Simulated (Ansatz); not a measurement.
`BC([SiH3])BCl` + `S[SiH2]S` → `[SiH3]S[SiH2]S` + `BCBCl`  (ligand exchange at the Si–C bond)

Program: Ansatz. Geometries: PBE0-D4/def2-TZVP. ΔE: electronic, gas phase. CCSD(T)/CBS adds triple-zeta CCSD(T) − MP2 to the extrapolated MP2 energy (def2 sets, frozen cores). DFT in def2-TZVPP. B3LYP here is the variant with VWN-RPA as its local correlation; programs differ in this. Each species was taken in one conformer, which may not be the lowest.

```csv
level,ΔE (kcal/mol),difference from CCSD(T)/CBS
PBE0-D4,-8.4,0.0
B3LYP-D4,-9.3,-0.9
PBE,-7.7,0.7
B3LYP,-8.9,-0.5
HF/def2-TZVPP,-11.4,-3.0
CCSD/def2-TZVPP,-8.1,0.3
HF/def2-QZVPP,-11.4,-3.0
SCS-MP2/def2-QZVPP,-9.0,-0.6
MP2/CBS(def2),-8.9,-0.5
CCSD/CBS(def2),-8.7,-0.3
CCSD(T)/CBS,-8.4,0
```

Largest T1 diagnostic among the species: 0.012.

In def2-TZVPP, CCSD(T) changes the Hartree–Fock value by +3.7 kcal/mol (the triples alone add +0.4 kcal/mol) and MP2 by +3.2 kcal/mol.
